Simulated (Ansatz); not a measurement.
Reaction (ligand exchange at the Si–O bond): `[F][Ge]([F])([F])[O][SiH3]` + `[OH][Sn][OH]` → `[OH][Sn][O][SiH3]` + `[OH][Ge]([F])([F])[F]`

Calculated with Ansatz (gas phase, PBE0-D4/def2-TZVP geometries, no zero-point term in ΔE). CCSD(T)/CBS adds triple-zeta CCSD(T) − MP2 to the extrapolated MP2 energy (def2 sets, frozen cores). DFT in def2-TZVPP. def2 core potentials past Kr. For Ge, Sn outer-core shells are correlated without core-valence functions, which leaves a few kJ/mol of doubt a bond. Scalar relativity is left out up to krypton. Each species was taken in one conformer, which may not be the lowest.

`[F][Ge]([F])([F])[O][SiH3]`:

Z-matrix (Å, degrees):
```
Ge
F 1 1.703
F 1 1.698 2 108.0
F 1 1.698 2 108.0 3 116.0
O 1 1.712 2 111.5 3 -122.0
Si 5 1.659 1 137.6 2 0.3
H 6 1.483 5 109.7 1 60.1
H 6 1.483 5 109.7 1 -60.6
H 6 1.479 5 106.3 1 179.7
```

`[OH][Sn][OH]`:

Cartesian coordinates in Å:
```
O -0.627 -0.617 0.787
Sn 0.166 1.164 0.402
O 0.890 0.544 -1.318
H -1.104 -0.710 1.614
H 0.676 -0.381 -1.485
```

`[OH][Sn][O][SiH3]`:

Cartesian coordinates in Å:
```
O -0.726 -1.465 1.833
Sn -0.139 -2.375 0.186
O 0.303 -0.749 -0.871
Si 0.314 0.876 -0.772
H -0.697 -0.503 1.823
H -0.544 1.471 -1.831
H -0.209 1.343 0.550
H 1.698 1.402 -0.919
```

`[OH][Ge]([F])([F])[F]`:

Cartesian coordinates in Å:
```
O 0.355 0.828 1.073
Ge 0.074 -0.164 -0.314
F 1.464 -0.119 -1.282
F -0.249 -1.786 0.091
F -1.251 0.368 -1.244
H -0.393 0.874 1.676
```

| level | ΔE (kJ/mol) |
| --- | --- |
| B2PLYP | -8.3 |
| revPBE | -8.6 |
| r2SCAN | -8.4 |
| r2SCAN0 | -8.5 |
| CAM-B3LYP | -7.8 |
| HF/def2-SVP | -9.9 |
| CCSD/def2-SVP | -12.4 |
| CCSD(T)/def2-SVP | -12.9 |

Task: What does CCSD(T)/CBS give? (An estimate is asked.)

Result: Computed: -7.5 kJ/mol. The listed levels differ from it by -0.8, -1.1, -0.9, -1.0, -0.3, -2.4, -4.9, -5.4 kJ/mol.

Largest T1 diagnostic among the species: 0.018.

In def2-TZVPP, CCSD(T) changes the Hartree–Fock value by −3.2 kJ/mol (the triples alone add −0.7 kJ/mol) and MP2 by −4.2 kJ/mol. At CCSD(T), def2-SVP lies −5.4 kJ/mol from the extrapolated value and def2-TZVPP −1.0 kJ/mol. Leaving LDA and LC-ωPBE aside and taking each functional with its dispersion term where it has one, the values, not all of them listed here, spread over 5.0 kJ/mol, from B97M-V to B2PLYP.

CCSD(T)/CBS has its own doubt, a few kJ/mol and more with outer-core shells, so smaller differences from it don't rank the levels.
